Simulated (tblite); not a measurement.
Record of a relaxation.

Compound: C3H7Br2FSi.
Atom-mapped SMILES: `[CH3:1][CH:2]([CH3:3])[Si:4]([F:5])([Br:6])[Br:7]` (hydrogens: H8, H9, H10 on C1; H11 on C2; H12, H13, H14 on C3)

Computed with GFN2-xTB (tblite), gas phase: L-BFGS steps from a force-field or distance-geometry start until the largest atomic force falls under 0.01 eV/Å. 7 of its 132 geometries are shown.

Step 0: E = -673.3171 eV, largest atomic force 1.894 eV/Å
```
atom  x, y, z in Å  |  force x, y, z in eV/Å
C1     -0.500    1.299    0.570    0.090   1.833   0.467
C2     -0.212    0.192   -0.397    0.329  -0.075  -0.054
C3     -1.167   -0.964   -0.323   -0.998  -1.288  -0.864
Si4     1.487   -0.505   -0.020    0.991  -0.877  -0.220
F5      1.398   -2.185   -0.017    0.549   1.745   0.069
Br6     2.821    0.218   -1.682   -0.085  -0.372   0.451
Br7     2.284    0.264    1.938   -0.029  -0.520  -0.576
H8      0.221    2.132    0.353   -0.580  -0.475   0.288
H9     -1.509    1.736    0.434    0.473  -0.430   0.142
H10    -0.345    1.034    1.632   -0.396   0.004  -0.591
H11    -0.245    0.604   -1.413    0.076   0.079   0.157
H12    -0.705   -1.846    0.171   -0.999   0.632  -0.053
H13    -1.381   -1.276   -1.370    0.045  -0.101   0.635
H14    -2.148   -0.701    0.102    0.535  -0.154   0.149
```

Step 22: E = -673.8086 eV, largest atomic force 0.122 eV/Å
```
atom  x, y, z in Å  |  force x, y, z in eV/Å
C1     -0.549    1.310    0.573    0.013   0.068   0.030
C2     -0.184    0.185   -0.398   -0.075   0.002   0.062
C3     -1.223   -0.945   -0.316   -0.020  -0.050  -0.030
Si4     1.576   -0.463   -0.098   -0.025  -0.020  -0.025
F5      1.622   -2.066   -0.101   -0.029   0.041   0.017
Br6     2.998    0.128   -1.666    0.049   0.035  -0.087
Br7     2.418    0.126    1.846   -0.003  -0.027   0.048
H8      0.127    2.157    0.471    0.010  -0.007   0.010
H9     -1.560    1.658    0.360    0.059   0.020   0.020
H10    -0.518    0.974    1.609   -0.010  -0.021  -0.051
H11    -0.221    0.614   -1.408   -0.019  -0.042   0.063
H12    -0.921   -1.757    0.344    0.023   0.084   0.017
H13    -1.399   -1.367   -1.303   -0.002  -0.056   0.040
H14    -2.166   -0.553    0.066    0.033  -0.026  -0.115
```

Step 44: E = -673.8876 eV, largest atomic force 0.077 eV/Å
```
atom  x, y, z in Å  |  force x, y, z in eV/Å
C1     -0.544    1.308    0.611   -0.015   0.009  -0.019
C2     -0.204    0.216   -0.404    0.004  -0.035   0.009
C3     -1.200   -0.939   -0.279   -0.011  -0.026  -0.021
Si4     1.563   -0.446   -0.183   -0.009   0.008   0.012
F5      1.571   -2.046   -0.272    0.012  -0.004  -0.018
Br6     2.978    0.204   -1.744   -0.024   0.017   0.007
Br7     2.419   -0.006    1.796    0.007  -0.005   0.007
H8      0.202    2.101    0.627    0.043  -0.015   0.003
H9     -1.499    1.763    0.361   -0.072  -0.017  -0.009
H10    -0.626    0.883    1.610    0.056   0.049   0.018
H11    -0.296    0.645   -1.409    0.011  -0.021   0.036
H12    -1.105   -1.426    0.691   -0.026   0.014  -0.024
H13    -1.038   -1.686   -1.053    0.019  -0.015  -0.001
H14    -2.220   -0.573   -0.374    0.005   0.041   0.000
```

Step 66: E = -673.8983 eV, largest atomic force 0.030 eV/Å
```
atom  x, y, z in Å  |  force x, y, z in eV/Å
C1     -0.532    1.308    0.605   -0.006   0.008   0.008
C2     -0.202    0.193   -0.388   -0.006   0.010   0.002
C3     -1.223   -0.938   -0.280   -0.012   0.005  -0.007
Si4     1.564   -0.460   -0.163    0.027  -0.013   0.003
F5      1.611   -2.054   -0.310   -0.006  -0.008  -0.018
Br6     2.933    0.297   -1.715    0.026   0.007  -0.009
Br7     2.441   -0.070    1.817   -0.014  -0.003   0.018
H8      0.183    2.127    0.538   -0.013   0.001  -0.010
H9     -1.524    1.705    0.401    0.006   0.004  -0.006
H10    -0.525    0.932    1.627    0.012   0.001   0.003
H11    -0.272    0.616   -1.398   -0.020  -0.001  -0.007
H12    -1.212   -1.377    0.717   -0.009   0.005   0.009
H13    -1.020   -1.727   -1.001    0.011  -0.002  -0.008
H14    -2.223   -0.552   -0.472    0.003  -0.014   0.022
```

Step 87: E = -673.9073 eV, largest atomic force 0.114 eV/Å
```
atom  x, y, z in Å  |  force x, y, z in eV/Å
C1     -0.522    1.351    0.542    0.020   0.022   0.041
C2     -0.210    0.193   -0.410   -0.015   0.021   0.039
C3     -1.204   -0.950   -0.206   -0.089   0.005  -0.004
Si4     1.555   -0.463   -0.196    0.033  -0.027  -0.025
F5      1.602   -2.024   -0.560    0.009   0.030  -0.002
Br6     3.059    0.445   -1.528   -0.031   0.033   0.013
Br7     2.261   -0.350    1.882    0.024  -0.013   0.036
H8      0.119    2.213    0.353   -0.014  -0.073  -0.025
H9     -1.558    1.673    0.431    0.068  -0.049  -0.077
H10    -0.386    1.050    1.581   -0.002  -0.005  -0.048
H11    -0.328    0.553   -1.440    0.025   0.028   0.030
H12    -1.162   -1.338    0.812    0.009   0.045  -0.045
H13    -1.015   -1.773   -0.895    0.007   0.041   0.030
H14    -2.212   -0.581   -0.390   -0.044  -0.058   0.037
```

Step 109: E = -673.9407 eV, largest atomic force 0.080 eV/Å
```
atom  x, y, z in Å  |  force x, y, z in eV/Å
C1     -0.495    1.422    0.350   -0.002  -0.004  -0.022
C2     -0.227    0.129   -0.419   -0.002   0.000   0.005
C3     -1.205   -0.959    0.018    0.004  -0.041   0.024
Si4     1.555   -0.485   -0.237   -0.066   0.031   0.033
F5      1.764   -1.762   -1.181    0.030  -0.026  -0.037
Br6     3.069    0.979   -0.871    0.010   0.012   0.002
Br7     2.003   -1.204    1.791    0.020   0.014   0.035
H8      0.142    2.225   -0.014    0.018   0.062   0.044
H9     -1.533    1.722    0.220    0.021   0.015  -0.041
H10    -0.325    1.292    1.418    0.056  -0.026  -0.014
H11    -0.388    0.328   -1.485   -0.035   0.003  -0.001
H12    -1.110   -1.155    1.085   -0.019   0.003  -0.005
H13    -1.023   -1.889   -0.517   -0.026  -0.031  -0.029
H14    -2.227   -0.643   -0.180   -0.008  -0.013   0.006
```

Step 131: E = -673.9459 eV, largest atomic force 0.009 eV/Å
```
atom  x, y, z in Å  |  force x, y, z in eV/Å
C1     -0.479    1.407    0.364   -0.003  -0.005  -0.003
C2     -0.235    0.122   -0.426    0.001  -0.004  -0.002
C3     -1.220   -0.968   -0.005    0.002  -0.001   0.004
Si4     1.548   -0.482   -0.235    0.008  -0.001   0.004
F5      1.789   -1.798   -1.119   -0.002   0.004  -0.002
Br6     3.041    0.976   -0.939   -0.008  -0.004   0.000
Br7     2.023   -1.076    1.829   -0.003   0.002  -0.001
H8      0.193    2.202    0.046    0.002   0.003   0.005
H9     -1.501    1.750    0.213    0.000  -0.001   0.001
H10    -0.336    1.239    1.431    0.001   0.002  -0.002
H11    -0.403    0.339   -1.488    0.001   0.002  -0.002
H12    -1.109   -1.205    1.053    0.001   0.002  -0.005
H13    -1.069   -1.879   -0.581   -0.002   0.002   0.004
H14    -2.242   -0.630   -0.167    0.001   0.000  -0.001
```

Q: Summarise the path.

A: The energy falls by 0.6288 eV from step 0 to step 131; nine tenths of that is first reached at step 40. It rises by more than 0.2 meV at step 97. The largest force goes from 1.894 to 0.009 eV/Å. Among the bonds Si4–F5 changes most, from 1.683 to 1.603 Å; the atoms move by 0.738 Å rms after alignment.

The cost below is that of the whole relaxation. Hardware: Arm Neoverse N1, one thread, shared host with 64 logical CPUs at a one-minute load of 61. Cost: 1.9 s of wall time.
